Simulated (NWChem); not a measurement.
System: C2H5ClF2Si; SMILES F[SiH2][C@@H](F)CCl

The following NWChem deck was run.

```
start job
memory heap 200 mb stack 900 mb global 1100 mb
geometry units angstroms noautosym nocenter noautoz
  F      0.466273    -2.663671    -0.108972
  Si     0.741000    -1.120106     0.319535
  C     -0.707767    -0.099377    -0.399342
  F     -1.879337    -0.818416    -0.227686
  C     -0.895327     1.240520     0.285001
  Cl     0.635920     2.155339     0.224541
  H      0.706709    -1.033976     1.805452
  H      2.054963    -0.724542    -0.246644
  H     -0.555275     0.059990    -1.482547
  H     -1.677299     1.841173    -0.200364
  H     -1.162162     1.098300     1.341901
end
basis spherical
  * library pcsseg-1
end
dft
  xc pbe0
  iterations 150
end
property
  shielding
end
task dft property
```

Geometry: optimised at PBE0/def2-SVP.

GIAO values for the isolated, static molecule; σ is the absolute isotropic shielding, δ = σ(reference) − σ with the isolated reference molecule computed at the same levels (13C: tetramethylsilane, 19F: trichlorofluoromethane, 1H: tetramethylsilane).

Atoms are numbered as in the input.

**Question.** Give the results of this calculation. (PBE0/pcSseg-1, GIAO.) Quantities: δ C3 (ppm); δ F4 (ppm); σ Cl6 (ppm); δ H8 (ppm); δ H9 (ppm); δ H10 (ppm); δ H11 (ppm).

**Answer.** 
```
Property     Result
-----------  ------
δ C3 (ppm)     83.0
δ F4 (ppm)   -234.0
σ Cl6 (ppm)   913.5
δ H8 (ppm)     5.28
δ H9 (ppm)     4.60
δ H10 (ppm)    3.80
δ H11 (ppm)    3.52
```
